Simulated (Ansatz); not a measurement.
Basis-set extrapolation for BFH$_{6}$Si$_{2}$ (`FB[SiH2][SiH3]`) (PBE0-D4/def2-TZVP geometry, frozen core, the Gaussian-basis code of Ansatz). Multiplicity 1, RHF reference.

|  | def2-TZVPP | def2-QZVPP |
| --- | --- | --- |
| HF | -705.584971 | -705.608458 |
| MP2 correlation | -0.599079 | -0.648041 |
| CCSD(T) correlation | -0.676074 | not run |

Energies in hartree. Use E(X) = E(∞) + A·exp(−7.88·√X) for Hartree–Fock and E(X) = E(∞) + B·X^(−2.97) for correlation, with X = 3 and 4, and add CCSD(T) minus MP2 of the smaller set to the MP2 limit.

What is the CCSD(T) energy at the basis-set limit?

HF limit: -705.608458 + (-0.023487) × 0.13774 = -705.61169. MP2 limit: -0.648041 + (-0.048962) × 0.74074 = -0.68431. Higher-order term: -0.676074 − (-0.599079) = -0.07699. Total: -706.37299 hartree, 70.2 kcal/mol below CCSD(T)/def2-TZVPP.
